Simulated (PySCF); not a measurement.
Computed shifts of a molecule FH6NOSi2, PBE/pcSseg-1 run with PySCF, GIAO, gas phase, atoms alike by connectivity averaged where their shifts nearly agree, in ppm (number of nuclei): ²⁹Si: -18.6 (1), -27.2 (1). ¹⁵N: 84.5 (1). ¹⁹F: -178.8 (1). ¹H: 5.34 (1), 5.30 (2), 5.16 (1), 2.68 (1), 1.80 (1). References: ¹⁷O against H2O (σ = 334.3 ppm); ²⁹Si against TMS (σ = 335.4 ppm); ¹⁵N against NH3 (σ = 267.0 ppm); ¹⁹F against CFCl3 (σ = 133.6 ppm); ¹H against TMS (σ = 31.49 ppm), references at their B3LYP-D3(BJ)/def2-TZVP geometries, non-relativistic. Coordinates come from a B3LYP-D3(BJ)/def2-SVP optimisation. The values are those of a single conformer.

**Question.** Identify the compound among the candidates.
A) O[SiH2]N[SiH2]F
B) N[Si@@](O)(F)[SiH3]
C) N[SiH2]O[SiH2]F
D) N[Si@@H](F)[SiH2]O

**Answer.** A, O[SiH2]N[SiH2]F
